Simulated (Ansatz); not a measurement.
The first iterations of a band of CH4O + Cl2H2Si (11 atoms, charge 0, multiplicity 1).

Level of theory: RKS PBE0-D4/def2-SVP in Ansatz 0.2.0.

```json
{
 "movable images": "7",
 "climbing image": "yes",
 "spring": "2.0 to 10.0 eV/Å², energy-weighted",
 "optimiser": "quadratic models (default)",
 "start path": "through a guess of the saddle point",
 "force threshold": "0.03 eV/Å",
 "iteration limit": "60",
 "end points": "relaxed"
}
```

First end point:

```xyz
11
Properties=species:S:1:pos:R:3
Si -0.060 -1.337 -1.093
H 0.389 -0.019 -1.590
Cl 0.421 -2.683 -2.596
Cl 1.070 -1.922 0.554
H -1.501 -1.527 -0.827
H -0.652 -0.107 1.490
O -0.787 0.466 0.725
C 0.102 1.552 0.827
H 1.158 1.225 0.841
H -0.049 2.190 -0.055
H -0.093 2.164 1.725
```

Last end point:

```xyz
11
Properties=species:S:1:pos:R:3
Si -0.206 -1.566 -0.043
H 0.181 2.040 -2.490
Cl -0.127 -2.106 -2.011
Cl 1.501 -2.190 0.923
H -1.367 -2.220 0.600
H 0.055 1.448 -2.026
O -0.281 0.071 -0.011
C 0.004 0.944 1.054
H -0.833 0.983 1.773
H 0.920 0.644 1.591
H 0.154 1.952 0.640
```

| iteration | highest image above the first end (eV) | largest band force component (eV/Å) |
| --- | --- | --- |
| 1 | 37.545 | 100.086 |
| 2 | 9.285 | 21.434 |
| 3 | 4.377 | 12.279 |
| 4 | 1.837 | 5.618 |
| 5 | 1.682 | 2.902 |
| 6 | 1.651 | 1.508 |
| 7 | 1.636 | 1.066 |
| 8 | 1.582 | 0.790 |
| 9 | 1.515 | 1.259 |
| 10 | 1.569 | 1.355 |
| 11 | 1.528 | 1.522 |
| 12 | 1.455 | 1.571 |
| 13 | 1.370 | 1.744 |
| 14 | 1.078 | 2.680 |
| 15 | 1.446 | 3.397 |
| 16 | 1.785 | 1.873 |
| 17 | 1.794 | 1.802 |

Does the band converge within its limit, and where does its top end?

The run converged. It ended after 51 iterations with the highest image 1.457 eV above the first end. Another band between the same ends (7 images) ends at a top of the same energy, where a vibrational analysis finds 1 clearly imaginary mode. The orbitals stay closed-shell, which can raise the energy where a bond breaks towards radicals; this wasn't checked here.

Time of the run: 13 min on 2 threads of Intel(R) Xeon(R) Platinum 8488C (Sapphire Rapids), with other jobs on the host, peak memory 0.3 GiB.
